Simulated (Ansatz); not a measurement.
Start from `BOCO` and change one atom or group to get `OC[O][SnH3]`.

Ansatz, PBE0-D4/def2-TZVP geometries, multiplicity 1. Each molecule was computed in one conformer, which needn't be the lowest.

Elements past krypton have def2 core potentials.

| property | `BOCO` |
| --- | --- |
| HOMO–LUMO gap (PBE/def2-TZVPP) / eV | 5.66 |
| HOMO–LUMO gap (B3LYP/def2-TZVPP) / eV | 7.74 |
| HOMO energy (ωB97M-V/def2-TZVPP) / eV | -11.04 |
| size of the dipole moment (ωB97M-V/def2-TZVPP) / D | 1.47 |
| LUMO energy (B3LYP/def2-TZVPP) / eV | -0.72 |
| LUMO energy (PBE0/def2-TZVPP) / eV | -0.46 |

(1) What does the change do to each property? (Estimate.)

## Answers

(1) The calculation gave: 
```
                                          property  `OC[O][SnH3]`  shift
               HOMO–LUMO gap (PBE/def2-TZVPP) / eV           4.71  -0.95
             HOMO–LUMO gap (B3LYP/def2-TZVPP) / eV           6.56  -1.18
             HOMO energy (ωB97M-V/def2-TZVPP) / eV          -9.92   1.12
size of the dipole moment (ωB97M-V/def2-TZVPP) / D           2.65   1.18
               LUMO energy (B3LYP/def2-TZVPP) / eV          -0.75  -0.03
                LUMO energy (PBE0/def2-TZVPP) / eV          -0.50  -0.04
```

Dipoles are sizes alone; their direction can turn.

B3LYP here is the variant with VWN-RPA as its local correlation; programs differ in this.
